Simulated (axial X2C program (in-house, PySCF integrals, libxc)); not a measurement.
What spin–orbit coupling does to VF

Computed with an in-house all-electron X2C program for linear molecules (integrals from PySCF). Spin-free means the one-electron spin-free X2C Hamiltonian; two-component (2c) means X2C with spin–orbit coupling and atomic mean-field two-electron Coulomb and Gaunt terms, so the difference of the two also holds small scalar two-electron terms. Basis: V dyall-cv3z [10s10p6d4f2g], F dyall-av3z [7s6p3d2f] (cores contracted in-house); Gaussian nuclei, density fitting, unrestricted open shells. Masses: V 50.944 u, F 18.998 u.

Spin-free state: M_S = 2, Λ = 1 (beyond evenly filled blocks: σα, π+α, δ+α, δ-α); fragments V + F.

```json
{"level": "PBE0", "Re (Å)": "1.768", "ωe (cm⁻¹)": "692.9", "De (eV)": "n/a", "μ (D)": "-3.32"}
{"level": "HF", "Re (Å)": "1.814", "ωe (cm⁻¹)": "675.6", "De (eV)": "3.667", "μ (D)": "-2.90"}
{"level": "MP2", "Re (Å)": "1.796", "ωe (cm⁻¹)": "671.6", "De (eV)": "5.529", "μ (D)": "n/a"}
{"level": "CCSD", "Re (Å)": "1.796", "ωe (cm⁻¹)": "682.7", "De (eV)": "5.119", "μ (D)": "n/a"}
{"level": "BHandHLYP", "Re (Å)": "1.781", "ωe (cm⁻¹)": "697.0", "De (eV)": "4.979", "μ (D)": "-3.48"}
```

Correlated methods: 12 electrons correlated (number of frozen shells: V 3 s, 2 p; F 1 s), 278 virtual spin orbitals or spinors in MP2, 90 natural virtuals in coupled cluster.

Dipoles are positive if F is the positive end.

Two-component determinant lowest at the distance of the search:

Ω = 1 (⟨Sz⟩ = 2.00, ⟨Lz⟩ = -1.00 at HF); fragments V + F.

```tsv
level	Re (Å)	ωe (cm⁻¹)	μ (D)
PBE0	1.768	692.8	-3.32
HF	1.814	675.6	-2.90
MP2	1.796	671.6	n/a
CCSD	1.796	684.1	n/a
BHandHLYP	1.781	696.9	-3.48
```

(1) From the two tables, how do the constants change at the CCSD level (2c against spin-free)?

The state is one determinant whose occupation by symmetry is held fixed; it was picked as the lowest of a PBE0 search that is not exhaustive. De is counted from the lowest determinant-based energies of the atoms at the same level, without counterpoise correction. De is not given where an atomic determinant may have missed its ground term or J level, or where the truncated virtual space spoils (T). Density functionals use the spin component along the axis (collinear). CCSD ran in a truncated set of natural virtual spinors with an MP2 remainder; without triples it tends to underbind. Other states lie close and PBE0, whose exact exchange favours high spin, may order them wrongly; the determinant shown need not be the ground state. The nearest other spin-free determinant of the search, M_S = 2, Λ = 2, lies 0.22 eV up at the distance of the search. Without a current term, density functionals place determinants with orbital angular momentum somewhat too high. With several unpaired electrons one determinant need not be a pure state. The outer-core s and p shells of the metal are frozen in the correlated rows, which leaves out core–valence correlation; for alkali and alkaline-earth bonds that tends to lengthen them. Open-shell Ω = 0 determinants with evenly filled partner blocks cannot be reached by this program, so the Ω shown need not be the lowest component.

Results:

(1) At the CCSD level Re is unchanged within 0.001 Å and ωe goes up by 1.4 cm⁻¹.
